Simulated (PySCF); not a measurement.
Se(Me)(SeH) (CH4Se2), SMILES [SeH][Se]C.

The structure is a stationary point at B3LYP-D3(BJ)/def2-SVP. One conformer was computed; it need not be the lowest.

These are TDA-B3LYP/def2-SVPD in PySCF values and carry that method's errors.

Vertical excitations. Isolated molecule, no solvent.

**Question.** Give excitation energies, oscillator strengths and character. (The exact figures need the calculation; the answer reports its results.)

**Answer.** 
```json
[
 {"state": "S1", "energy (eV)": "3.53", "λ (nm)": "352", "f": "0.004", "main pairs": "HOMO→LUMO 99 %"},
 {"state": "S2", "energy (eV)": "3.86", "λ (nm)": "321", "f": "0.005", "main pairs": "HOMO−1→LUMO 98 %"},
 {"state": "S3", "energy (eV)": "5.19", "λ (nm)": "239", "f": "0.007", "main pairs": "HOMO→LUMO+1 84 %"},
 {"state": "S4", "energy (eV)": "5.33", "λ (nm)": "233", "f": "0.012", "main pairs": "HOMO−1→LUMO+1 70 %, HOMO→LUMO+2 27 %"},
 {"state": "S5", "energy (eV)": "5.39", "λ (nm)": "230", "f": "0.004", "main pairs": "HOMO→LUMO+2 59 %, HOMO−1→LUMO+1 25 %, HOMO→LUMO+1 14 %"},
 {"state": "S6", "energy (eV)": "5.91", "λ (nm)": "210", "f": "0.011", "main pairs": "HOMO−1→LUMO+2 85 %"},
 {"state": "S7", "energy (eV)": "6.19", "λ (nm)": "200", "f": "0.028", "main pairs": "HOMO→LUMO+3 94 %"},
 {"state": "S8", "energy (eV)": "6.57", "λ (nm)": "189", "f": "0.212", "main pairs": "HOMO−2→LUMO 48 %, HOMO−3→LUMO 22 %"},
 {"state": "S9", "energy (eV)": "6.71", "λ (nm)": "185", "f": "0.026", "main pairs": "HOMO−1→LUMO+3 88 %"},
 {"state": "S10", "energy (eV)": "6.76", "λ (nm)": "183", "f": "0.035", "main pairs": "HOMO→LUMO+4 59 %, HOMO→LUMO+5 26 %"},
 {"state": "T1", "energy (eV)": "2.92", "λ (nm)": "425", "f": "0", "main pairs": "HOMO→LUMO 99 %"},
 {"state": "T2", "energy (eV)": "3.26", "λ (nm)": "380", "f": "0", "main pairs": "HOMO−1→LUMO 99 %"},
 {"state": "T3", "energy (eV)": "4.79", "λ (nm)": "259", "f": "0", "main pairs": "HOMO→LUMO+2 93 %"},
 {"state": "T4", "energy (eV)": "4.87", "λ (nm)": "254", "f": "0", "main pairs": "HOMO−1→LUMO+1 54 %, HOMO→LUMO+1 39 %"}
]
```
Triplets are in the Tamm–Dancoff approximation.
